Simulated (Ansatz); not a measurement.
Basis sets compared for `C[Si](C)(C)C#Cc1ccc(-c2ccc(-c3ccc(C#C[Si](C)(C)C)[se]3)[se]2)[se]1`. Total charge 0; singlet. Geometry PBE-D4/def2-SVP. Ansatz on 2 threads of AMD EPYC 7R13 on a shared host and a share (18 GiB) of an NVIDIA H100 80GB HBM3; times are rough, and most runs start from earlier orbitals.

```xyz
51

C    -7.9166   -5.3136   -3.9521
Si   -7.5644   -3.6137   -4.7016
C    -9.0820   -2.4970   -4.5495
C    -7.0461   -3.7878   -6.5117
C    -6.1748   -2.8347   -3.7647
C    -5.2444   -2.3097   -3.1354
C    -4.1731   -1.7400   -2.4327
C    -4.1348   -0.5624   -1.6836
C    -2.8892   -0.2542   -1.0897
C    -1.8528   -1.1609   -1.3242
C    -0.4961   -1.1123   -0.8579
C     0.5465   -2.0121   -1.0841
C     1.7874   -1.6943   -0.4866
C     1.8214   -0.5144    0.2597
C     2.9400    0.0478    0.9701
C     4.2375   -0.4662    1.0563
C     5.1537    0.2875    1.8244
C     4.6489    1.4542    2.4032
C     5.2998    2.3990    3.2086
C     5.8582    3.2453    3.9221
Si    6.6929    4.5056    4.9854
C     5.8380    4.5348    6.6720
C     8.5103    4.0160    5.1701
C     6.5428    6.1945    4.1479
Se    2.8130    1.6573    1.9555
Se    0.1190    0.3159    0.2300
Se   -2.4681   -2.5805   -2.4187
H    -8.2050   -5.2263   -2.8851
H    -7.0224   -5.9666   -4.0123
H    -8.7457   -5.8140   -4.4948
H    -9.9413   -2.9331   -5.1004
H    -9.3801   -2.3725   -3.4889
H    -8.8785   -1.4910   -4.9689
H    -6.1403   -4.4204   -6.6065
H    -6.8203   -2.7982   -6.9578
H    -7.8581   -4.2577   -7.1052
H    -5.0272    0.0695   -1.5752
H    -2.7384    0.6474   -0.4762
H     0.4032   -2.9170   -1.6943
H     2.6742   -2.3339   -0.5990
H     4.5231   -1.4011    0.5535
H     6.2025   -0.0069    1.9705
H     5.9016    3.5442    7.1658
H     6.3148    5.2847    7.3377
H     4.7654    4.7980    6.5698
H     9.0148    3.9790    4.1833
H     8.6068    3.0173    5.6426
H     9.0478    4.7514    5.8051
H     7.0337    6.9790    4.7615
H     7.0236    6.1858    3.1488
H     5.4791    6.4783    4.0134
```

Single mean-field runs in def2-SVP, def2-TZVP are fitted with def2-universal-jkfit.

Binding counts from free atoms (C triplet, Si triplet, Se triplet, H doublet) in the same basis, without a counterpoise term.

| level | functions | energy (Eh) | HOMO (eV) | LUMO (eV) | binding per atom (eV) | wall time |
| --- | --- | --- | --- | --- | --- | --- |
| PBE-D4/def2-SVP | 560 | -8632.3142 | -4.65 | -3.00 | 4.85 | 39 s |
| PBE0-D4/def2-SVP | 560 | -8632.6736 | -5.45 | -2.54 | 4.75 | 44 s |

Task: Estimate the rows for PBE-D4/def2-TZVP, PBE0-D4/def2-TZVP (with forces).

Result: 
| level | functions | energy (Eh) | HOMO (eV) | LUMO (eV) | binding per atom (eV) | wall time |
| --- | --- | --- | --- | --- | --- | --- |
| PBE-D4/def2-TZVP | 1044 | -8634.3124 | -4.73 | -3.11 | 4.80 | 28 s |
| PBE0-D4/def2-TZVP (with forces) | 1044 | -8634.6576 | -5.46 | -2.60 | 4.70 | 2.4 min |
